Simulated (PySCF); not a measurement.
Isomers of C8H12Si, from PySCF 2.14.0, PBE0-D3(BJ)/def2-SVP geometry optimisation, gas phase. One conformer each, no zero-point energy, no frequencies.

Question: Which is lower in electronic energy at this level?
A. `[SiH3:1][CH2:2][C:3]1=[CH:4][CH:5]=[CH:6][C:7]12[CH2:8][CH2:9]2` with Si1–C2–C3–C4 79°: A = 2117, B = 1082, C = 831.4 MHz, dipole 1.25 D
B. `[CH2:1]=[CH:2][Si:3]([CH:4]=[CH2:5])([CH:6]=[CH2:7])[CH:8]=[CH2:9]` with C1–C2–Si3–C4 134°, C2–Si3–C4–C5 -142°, C2–Si3–C6–C7 -132°, C2–Si3–C8–C9 -130°: A = 1361, B = 1041, C = 1033 MHz, dipole 0.23 D

Answer: A. That is `[SiH3]CC1=CC=CC12CC2`, 23.3 kcal/mol below the other.

| SMILES | mapped SMILES | E (Eh) | relative (kcal/mol) | relative (kJ/mol) | dipole (D) |
| --- | --- | --- | --- | --- | --- |
| [SiH3]CC1=CC=CC12CC2 | [SiH3:1][CH2:2][C:3]1=[CH:4][CH:5]=[CH:6][C:7]12[CH2:8][CH2:9]2 | -600.71441 | 0.0 | 0.0 | 1.25 |
| C=C[Si](C=C)(C=C)C=C | [CH2:1]=[CH:2][Si:3]([CH:4]=[CH2:5])([CH:6]=[CH2:7])[CH:8]=[CH2:9] | -600.67721 | 23.3 | 97.7 | 0.23 |

As drawn, the lower has a three-membered ring and a quaternary carbon, which the higher lacks.
